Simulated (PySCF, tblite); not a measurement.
Species: C5H11BN2O2.
Cartesian coordinates in Å at the GFN2-xTB level; atoms count from 1:
```xyz
21
C5H11BN2O2 angstrom
C     -1.6628    1.4597    0.8839
C     -2.2286    0.2352    0.2105
O     -3.4244    0.0124    0.2117
C     -1.2892   -0.6866   -0.4512
C     -1.9417   -1.8611   -1.1254
C      0.0505   -0.5610   -0.4808
O      0.7529    0.4367    0.0546
B      2.1351    0.4461    0.2218
N      2.6848    1.6959    0.5551
N      2.9384   -0.7041    0.0918
H     -0.9578    1.1662    1.6579
H     -2.4757    2.0361    1.3199
H     -1.1243    2.0654    0.1594
H     -1.2072   -2.5103   -1.5942
H     -2.5138   -2.4313   -0.3954
H     -2.6447   -1.5103   -1.8791
H      0.6241   -1.3235   -1.0074
H      3.6564    1.8524    0.7421
H      2.1145    2.5155    0.6425
H      3.9291   -0.6895    0.2412
H      2.5756   -1.6269   -0.0593
```

Jobs on this species (21 atoms, 76 electrons) with PySCF (density fitting) and tblite. Hardware of each: one thread, Arm Neoverse V2 (aarch64), shared host. The host was shared with other jobs, so the times are rough.

| level and settings | work | basis functions | SCF cycles | wall time |
| --- | --- | --- | --- | --- |
| GFN2-xTB | L-BFGS relaxation | – | – | ? |
| GFN2-xTB | Hessian by finite differences | – | – | 0.71 s |
| PBE0/pcSseg-1 | shieldings, charges and field gradients | 225 | 16 | 45 s |

Problem. Fill in the missing figures.

Solution. 
- GFN2-xTB; L-BFGS relaxation: 1.5 s

Problem. What do all jobs in the table cost together?

Solution. About 47 s; the longest takes about 95 % of that, and about 63 times as long as the shortest.
